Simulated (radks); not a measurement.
Q: These are the eigenvalues of the occupied orbitals of an atom or ion with whole-number occupations (hartree). Method: Dirac Kohn-Sham, PBE, spin-unpolarised, spherical densities, finite nucleus; Fermi nuclear charge, rms radius of each element as measured or else 0.836 A^(1/3) + 0.57 fm; computed with a radial shooting solver on a logarithmic mesh with Libxc functionals.

orbital  eigenvalue
1s1/2     -1716.710
2s1/2     -283.2280
2p1/2     -268.6230
2p3/2     -246.4801
3s1/2     -64.83697
3p1/2     -58.55268
3p3/2     -54.07141
3d3/2     -43.16580
3d5/2     -42.19401
4s1/2     -15.54115
4p1/2     -13.11628
4p3/2     -12.10111
4d3/2      -8.09300
4d5/2      -7.90640
5s1/2      -4.10984
5p1/2      -3.35176
4f5/2      -3.17679
5p3/2      -3.16110
6s1/2      -1.61905

Which element is it, and in what charge state? The configuration may be excited.

A: Z = 62, samarium, charge +5: Sm5+ in [Xe] 4f(5/2: 2, 7/2: 0) 6s1. The list shows which subshells hold electrons but not how many an open one holds; the 1s level, -1716.7 hartree, gives Z - s = 58.6 by -(Z - s)^2/2, which with screening and relativity narrows Z to a few neighbours, and the depths of the outer levels then fix element, charge and occupations together.
